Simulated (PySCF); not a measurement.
PySCF input for W(NH)2(F)(Br) (BrFH₂N₂W), SMILES [NH]=[W](=[NH])([Br])[F], multiplicity 1, C-PCM-M06-2X/def2-SVP. Geometry: B3LYP-D3(BJ)/def2-SVP. The spin state was assumed, not searched. The structure was generated by enumeration; whether it is a known compound was not checked. The def2 effective core potentials stand for the cores of W; spin–orbit coupling is left out.

```python
import numpy as np
from pyscf import gto, scf, dft
from pyscf.solvent import pcm

mol = gto.M(
    atom='''
    W     0.00965638   -0.51832502   -0.00000000
    N     0.89308245   -1.00411046    1.42961138
    H     1.67203329   -1.40905469    1.94352605
    N     0.89308243   -1.00411046   -1.42961140
    H     1.67203326   -1.40905468   -1.94352608
    F    -1.65451373   -1.40199400    0.00000001
    Br   -0.04774769    1.93856151    0.00000000
    ''',
    basis='def2-SVP',
    ecp={'W': 'def2-svp'},
    charge=0,
    spin=0,
    max_memory=1600,
    verbose=3,
)
mf = dft.RKS(mol, xc='m06-2x').density_fit(auxbasis='def2-universal-jkfit')
mf.grids.level = 4
mf.conv_tol = 1e-9
mf.max_cycle = 100
mf.kernel()
res = {}
for name, eps in {'water': 78.355, 'N,N-dimethylformamide': 37.219, 'dichloromethane': 8.93}.items():
    s = mf.PCM()
    s.with_solvent.method, s.with_solvent.eps, s.with_solvent.lebedev_order = 'C-PCM', eps, 29
    s.kernel(mf.make_rdm1())
    res[name] = (s.e_tot, eps, s.dip_moment(), s.mo_energy, s.converged)
    print(f'{name}: electrostatic solvation free energy {(s.e_tot - mf.e_tot) * 627.509474:.3f} kcal/mol')
```

Log of the run:

```
converged SCF energy = -2851.30083903721

WARN: PCM is an experimental feature. It is still in testing.
Features and APIs may be changed in the future.

converged SCF energy = -2851.31178412299
Dipole moment(X, Y, Z, Debye):  3.34882, -1.92523, -0.00000
water: electrostatic solvation free energy -6.868 kcal/mol

WARN: PCM is an experimental feature. It is still in testing.
Features and APIs may be changed in the future.

converged SCF energy = -2851.3116084669
Dipole moment(X, Y, Z, Debye):  3.33753, -1.91442, -0.00000
N,N-dimethylformamide: electrostatic solvation free energy -6.758 kcal/mol

WARN: PCM is an experimental feature. It is still in testing.
Features and APIs may be changed in the future.

converged SCF energy = -2851.31056276743
Dipole moment(X, Y, Z, Debye):  3.27151, -1.85146, -0.00000
dichloromethane: electrostatic solvation free energy -6.102 kcal/mol
```

The calculation finished and met its thresholds.

Cost: very roughly 2.0 core-minutes.
